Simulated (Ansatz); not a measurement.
Consider the ligand exchange at the Al–O bond: `[SiH3][O][AlH][Br]` + CH₃OH → `C[O][AlH][Br]` + `O[SiH3]`.

Isolated molecules relaxed with PBE0-D4/def2-TZVP in Ansatz; ΔE leaves out vibrations. CBS: MP2 limit from def2 TZ/QZ plus the TZ coupled-cluster correction, frozen cores. This one scheme is used for every species. DFT in def2-TZVPP. For Br outer-core shells are correlated without core-valence functions, which leaves a few kJ/mol of doubt a bond. Scalar relativity is left out up to krypton. Each species was taken in one conformer, which may not be the lowest.

Question: Is it downhill or uphill in electronic energy at CCSD(T)/CBS, and by how much? (Estimate.)

Answer: Ansatz gave: Uphill: ΔE = +5.7 kcal/mol.

Question: What do these levels give: B2PLYP, revPBE, BHLYP, CCSD/def2-TZVPP, HF/def2-QZVPP, MP2/def2-QZVPP? (Best estimate.)

Answer: The calculation gave: B2PLYP 5.2, revPBE 4.5, BHLYP 5.8, CCSD/def2-TZVPP 5.9, HF/def2-QZVPP 7.3, MP2/def2-QZVPP 5.5 kcal/mol.

Question: What do rigid-rotor, harmonic-oscillator terms from PBE0-D4/def2-TZVP frequencies (298.15 K, 1 bar) make of the CCSD(T)/CBS value? (Best estimate.)

Answer: The calculation gave: ΔZPE = -0.3 kcal/mol, ΔH = +5.2 kcal/mol, ΔS = -16 J/(mol·K), ΔG = +6.4 kcal/mol. Modes under 50 cm⁻¹ make the entropy rough.

Largest T1 diagnostic among the species: 0.011.

In def2-TZVPP, CCSD(T) changes the Hartree–Fock value by −1.4 kcal/mol (the triples alone add −0.3 kcal/mol) and MP2 by −1.7 kcal/mol. From BLYP to BHLYP (50 % exact exchange), in def2-TZVPP and without D4, ΔE moves by +1.4 kcal/mol.
